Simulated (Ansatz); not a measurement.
This geometry of C2H5BN2 (10 atoms, charge 0, multiplicity 1) is a first-order saddle point.

Computed with Ansatz 0.2.0, RKS r2SCAN-D4/6-31G.

```xyz
10
Properties=species:S:1:pos:R:3
N -1.606 0.064 0.756
C -0.242 -0.482 0.751
B 0.678 0.079 -0.361
C 1.828 0.366 -1.222
N 0.726 1.095 -1.446
H -1.727 0.929 0.248
H -2.352 -0.598 0.602
H -0.276 -1.580 0.664
H 0.258 -0.309 1.725
H 2.795 0.384 -1.713
```

(1) Which two structures does it join? (They come from a converged band through this point; their orientation in space is the band's.)

(2) How far does it lie above each of them?

## Answers

(1) No bond is made or broken. The dihedral H7–N1–C2–H8 goes from -63 to 52°.

Initial state:

```xyz
10
Properties=species:S:1:pos:R:3
N -1.665 -0.076 0.760
C -0.241 -0.492 0.768
B 0.663 0.069 -0.363
C 1.819 0.360 -1.220
N 0.660 0.937 -1.570
H -1.778 0.927 0.888
H -2.152 -0.373 -0.082
H -0.207 -1.593 0.755
H 0.185 -0.228 1.749
H 2.799 0.417 -1.682
```

Final state:

```xyz
10
Properties=species:S:1:pos:R:3
N -1.559 0.179 0.708
C -0.270 -0.504 0.680
B 0.691 0.112 -0.362
C 1.882 0.415 -1.156
N 0.745 1.010 -1.544
H -1.893 0.533 -0.177
H -2.277 -0.227 1.291
H -0.325 -1.596 0.457
H 0.205 -0.449 1.674
H 2.884 0.476 -1.567
```

(2) 0.7 kcal/mol above the first and 1.1 kcal/mol above the second. This is the barrier of this one path; another mechanism may lie lower. Limits of this set-up: no polarisation functions.

Time of the run: 4.2 min on 1 CPU thread of a shared host.
